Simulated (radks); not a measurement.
Be+, configuration 1s1.75 2s1 3s0.25 (fractional occupations, a model configuration).

All-electron calculation, Dirac Kohn-Sham, PBEsol, spin-unpolarised, spherical densities, finite nucleus; Fermi nuclear charge, rms radius 2.519 fm. Program: a radial shooting solver on a logarithmic mesh with Libxc functionals.

Energy parts (hartree):
part                     energy
total                 -13.10350
kinetic                13.04835
electron-nucleus      -28.93210
Hartree                 4.89931
exchange-correlation   -2.11906

Orbitals (lengths in bohr, moments of r in powers of bohr; r(max) is where P^2 peaks; r(90%) holds 90 % of the orbital's charge):
orbital  occ.  eigenvalue (hartree)   <r^2>  r(90%)  r(max)   <r^4>  small-component weight
1s1/2    1.75              -4.68368  0.2302   0.740  0.2635  0.1412                1.84e-04
2s1/2       1              -0.57994   5.439    3.32   1.785   51.75                2.30e-05
2p1/2       0              -0.43341   5.744    3.53   1.708   66.08                1.88e-05
2p3/2       0              -0.43333   5.746    3.53   1.709   66.12                1.88e-05
3s1/2    0.25              -0.17028   41.33    8.75   5.622    2503                5.94e-06

The highest occupied level is 3s1/2 at -4.634 eV. The configuration is held as typed, so some empty levels lie below it. Summed over all electrons, <r^2> = 16.17 bohr^2, which gives a Langevin (diamagnetic) susceptibility term of -12.8 x 10^-6 cm^3/mol. The density falls to 0.001 e/bohr^3 at r = 3.39 bohr. The electron density at the nucleus is 32.25 e/bohr^3.
